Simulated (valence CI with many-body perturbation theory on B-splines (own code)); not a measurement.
## Sn XX: electric-dipole lines

Calculated by relativistic CI+MBPT: three valence electrons over a frozen Dirac-Fock core [Ar] 3d10, a basis of 11 s, 11 p, 9 d, 7 f, 5 g, 2 h, 1 i functions for each j, with the one-electron correlation potential Σ1 (screened to all orders), the two-electron term Σ2, the three-electron term Σ3, Breit, model QED; selected single and double excitations, second order for the rest (own B-spline code, finite nucleus).

No measured levels were compared; by estimate levels hold to about 250 cm⁻¹ or 0.2 % of their energy and the worst to 1 %, as in measured heavy ions of charge 2 to 7; those with d or f electrons hold less well.

Lines 101 to 150 of 268 in falling wavelength, among levels below 1617300 cm⁻¹, chosen from the strongest by gf and those to the six lowest levels. Wavelengths and rates use the calculated energies, so an error of 2000 cm⁻¹ moves a line at 201.1 Å by 0.4 % and its rate by three times that or more. Electric multipoles are in the length gauge, E1 and E2 with the static RPA response of the core. Weak lines are less certain than strong ones. Lines between different terms over intervals too small for the method are left out, as are lines whose strength nearly cancels. Where a level lies close to another of its J and parity, the split of strength between their lines is uncertain. The highest levels of a list are the least certain.

Names give the largest LS component (configuration and term), which can be under half, so a name can repeat, a term be missing and a line seem to break the LS rules; names also repeat where a configuration has a term twice. Letters in brackets count levels of one name in rising energy.

```tsv
λ vac (Å)	Upper	Lower	A (s⁻¹)	log gf	Branch %
201.1	4s4p4d ²P°_3/2 [b]	4s²4d ²D_5/2	6.40e+10	0.19	36.1
201.0	4p³ ²P°_3/2 [b]	4s4p² ²D_5/2	2.13e+10	-0.29	36.6
200.9	4s4p4d ²P°_1/2 [b]	4s²4d ²D_3/2	3.75e+10	-0.34	18.7
200.9	4p²4d ⁴D_3/2	4s4p4d ⁴F°_5/2	8.77e+09	-0.67	10.3
200.8	4p²4d ⁴D_5/2	4s4p4d ⁴F°_5/2	1.46e+10	-0.28	20.0
200.2	4p³ ⁴S°_3/2	4s4p² ⁴P_3/2	2.53e+10	-0.22	39.8
198.9	4s4p² ²P_3/2	4s²4p ²P°_3/2	8.57e+10	0.31	83.1
198.6	4s4p4d ²D°_5/2 [b]	4s²4d ²D_5/2	5.02e+10	0.25	19.2
198.1	4p³ ²D°_5/2	4s4p² ⁴P_3/2	8.72e+07	-2.51	0.3
196.2	4s4p4d ⁴F°_3/2	4s4p² ²D_3/2	2.40e+09	-1.26	30.2
195.2	4s4p4d ²D°_3/2 [b]	4s²4d ²D_3/2	4.85e+10	0.04	18.4
189.9	4s4p4d ⁴F°_5/2	4s4p² ²D_3/2	5.67e+07	-2.74	0.5
187.7	4p²4d ⁴D_7/2	4s4p4d ⁴F°_7/2	4.05e+09	-0.77	10.1
186.4	4p³ ²P°_3/2 [b]	4s4p² ²D_3/2	5.44e+09	-0.95	9.3
180.8	4p³ ⁴S°_3/2	4s4p² ⁴P_1/2	8.70e+09	-0.77	13.7
179.9	4p³ ²P°_1/2	4s4p² ⁴P_3/2	5.02e+08	-2.31	0.9
178.3	4s4p4d ⁴F°_3/2	4s4p² ⁴P_5/2	2.38e+08	-2.34	3.0
176.9	4s4p4d ²P°_3/2 [a]	4s4p² ²P_3/2	1.71e+10	-0.49	9.0
176.7	4p²4d ²P_3/2	4p³ ²D°_5/2	1.72e+10	-0.49	27.9
176.1	4s4p4d ⁴P°_5/2	4s4p² ²D_3/2	1.05e+09	-1.53	1.0
173.9	4s4p4d ⁴D°_3/2	4s4p² ²D_3/2	8.40e+09	-0.82	5.3
173.1	4s4p4d ⁴F°_5/2	4s4p² ⁴P_5/2	6.43e+09	-0.76	52.0
173.0	4s4p4d ⁴D°_1/2	4s4p² ²D_3/2	1.81e+08	-2.79	0.1
171.5	4s4p² ²S_1/2	4s²4p ²P°_1/2	4.44e+09	-1.41	7.7
170.1	4p³ ²P°_3/2 [b]	4s4p² ⁴P_5/2	5.82e+07	-3.00	0.1
170.0	4s4p4d ⁴F°_3/2	4s4p² ⁴P_3/2	3.26e+09	-1.25	41.1
169.6	4s4p4d ²D°_3/2 [a]	4s4p² ²P_1/2	2.82e+10	-0.31	20.3
169.2	4s4p² ²P_3/2	4s²4p ²P°_1/2	1.75e+10	-0.52	16.9
168.7	4p²4d ⁴F_5/2	4p³ ²P°_3/2 [a]	1.19e+10	-0.52	28.0
167.0	4p²4d ⁴D_5/2	4p³ ²D°_5/2	8.75e+09	-0.66	12.0
166.8	4s4p4d ⁴D°_7/2	4s4p² ²D_5/2	1.31e+10	-0.36	8.0
166.6	4s4p4d ⁴P°_3/2	4s4p² ²D_5/2	1.35e+10	-0.65	9.5
165.7	4p²4d ⁴D_3/2	4p³ ⁴S°_3/2	2.87e+10	-0.33	33.6
165.6	4p²4d ⁴D_5/2	4p³ ⁴S°_3/2	8.89e+09	-0.66	12.2
165.2	4s4p4d ⁴F°_5/2	4s4p² ⁴P_3/2	4.29e+09	-0.98	34.7
165.0	4s4p4d ⁴F°_7/2	4s4p² ⁴P_5/2	1.84e+10	-0.22	96.2
164.1	4p³ ²P°_1/2	4s4p² ⁴P_1/2	4.36e+08	-2.45	0.8
162.8	4p²4d ²P_1/2 [a]	4p³ ²P°_1/2	6.12e+10	-0.31	34.8
162.6	4p³ ²P°_3/2 [b]	4s4p² ⁴P_3/2	2.08e+09	-1.48	3.6
162.5	4s4p4d ²F°_5/2 [a]	4s4p² ²D_3/2	5.89e+10	0.15	71.8
162.2	4p²4d ²D_3/2 [a]	4p³ ²P°_1/2	3.46e+10	-0.26	37.8
161.8	4p²4d ²G_7/2	4p³ ²D°_5/2	2.41e+10	-0.12	50.8
161.7	4s4p4d ²P°_1/2 [a]	4s4p² ²S_1/2	7.88e+10	-0.21	47.5
161.6	4s4p4d ⁴P°_5/2	4s4p² ⁴P_5/2	2.08e+10	-0.31	19.0
161.0	4s4p4d ²P°_1/2 [b]	4s4p² ²P_3/2	4.60e+10	-0.45	22.9
160.8	4s4p4d ²D°_5/2 [a]	4s4p² ²D_5/2	8.69e+10	0.31	93.6
160.4	4s4p4d ²D°_3/2 [a]	4s4p² ²D_3/2	6.34e+10	-0.01	45.8
159.8	4s²4d ²D_3/2	4s²4p ²P°_3/2	3.06e+10	-0.33	17.3
159.7	4s4p4d ⁴D°_3/2	4s4p² ⁴P_5/2	3.57e+09	-1.26	2.2
159.1	4p²4d ⁴P_5/2	4p³ ²D°_5/2	3.98e+10	-0.04	18.4
```

**Question.** How does gf follow from A for the line at 169.2 Å?

**Answer.** gf = 1.4992 × (2J+1)_upper × A / σ², with σ = 591094 cm⁻¹ and 2J+1 = 4: gf = 0.300.
